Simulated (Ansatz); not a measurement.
Abridged output of a molecular run in Ansatz:

```
Functional definition: HF
1526 factors; integrals over basis functions are off by at most 6.3e-4 eV
mean field evaluation 1: about -60561.7451 eV, gradient 6.6e1 eV
mean field evaluation 2: about -60561.9022 eV, gradient 6.6e1 eV
mean field evaluation 4: about -60569.0455 eV, gradient 4.0e0 eV
mean field evaluation 8: about -60569.1079 eV, gradient 5.0e-1 eV
mean field -60569.10851003 eV, -2225.8736825273 hartree, gradient 2.1e-6 eV, S^2 0.000000; 0 other end points of the search recorded, 0 dependent functions left out
13 core orbitals not correlated: weight in the atoms' cores, before any rotation towards them, 1.000 or more for the frozen orbitals, at most 0.000 for the correlated occupied ones
reference -60569.10851003 eV, -2225.8736825273 hartree; 21, 21 occupied and 208, 208 virtual orbitals, 1526 factors
second order -33.23329718 eV of doubles, -0.00000000 eV of singles
cycle   1  -32.30869434 eV  change    9.2e-1 eV  update   1.3e-1
cycle   2  -33.10183215 eV  change   -7.9e-1 eV  update   3.6e-2
cycle   3  -33.26898126 eV  change   -1.7e-1 eV  update   1.8e-2
cycle   4  -33.24714129 eV  change    2.2e-2 eV  update   3.9e-3
cycle   5  -33.24433299 eV  change    2.8e-3 eV  update   1.8e-3
cycle   6  -33.24580755 eV  change   -1.5e-3 eV  update   5.8e-4
cycle   7  -33.24556930 eV  change    2.4e-4 eV  update   2.2e-4
cycle   8  -33.24545185 eV  change    1.2e-4 eV  update   7.2e-5
cycle   9  -33.24546322 eV  change   -1.1e-5 eV  update   3.0e-5
perturbative correction -1.19317697 eV, -0.0438484449 hartree
Total energy: -60603.54715022 eV, -2227.1392792110 hartree
```

Its atoms:

Z-matrix (Å, degrees):
```
Ga
O 1 1.812
O 1 1.787 2 120.8
O 1 1.802 2 117.8 3 157.8
O 1 2.105 2 87.3 3 -110.7
H 2 0.958 1 114.1 3 -122.8
H 3 0.959 1 112.9 2 -7.2
H 4 0.959 1 113.3 2 -148.2
H 5 0.969 1 97.4 2 -8.7
H 5 0.966 1 102.3 2 -117.8
```

Q: Which basis set was used?
A. def2-TZVPP
B. def2-QZVPP
C. def2-SVPD
D. cc-pV(D+d)Z

A: A. It gives 242 functions.

Q: Write the keys of the input that set method, charge and spin (a neutral closed shell needs none for the last two).

A: 
```yaml
correlation: {method: ccsd_t}
```
